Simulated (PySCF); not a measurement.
AsPb and its ions

PBE0; As cc-pVDZ-PP with ECP10, Pb cc-pVDZ-PP with ECP60; scalar-relativistic core potentials (PySCF 2.14). Neutral (UKS): doublet (π ↑), Re = 2.522 Å, ωe = 244 cm⁻¹, De = 2.28 eV, HOMO -5.51 eV, LUMO -3.81 eV.

AsPb⁺ (UKS): triplet (π ↑↑), Re = 2.697 Å, ωe = 203 cm⁻¹. The energies at the minima are -525.28743 hartree for AsPb and -525.01871 for AsPb⁺.

(1) Work out the adiabatic ionisation energy, without and with harmonic zero-point energies (1 hartree = 27.2114 eV, 1 eV = 8065.5 cm⁻¹), and the change of the bond length.

Spin–orbit coupling is left out, which matters for elements this heavy, above all for dissociation energies. States were picked by a PBE0 search and need not be the measured ground states.

## Answers

(1) At PBE0: 0.26872 hartree = 7.312 eV between the minima; the zero-point term (203.0 − 244.0)/2 cm⁻¹ = -0.003 eV makes it 7.310 eV. Re changes by +17.5 pm against the neutral. The electron leaves a π orbital, and the longer bond of the ion fits a bonding orbital, or a change in how ionic the bond is.
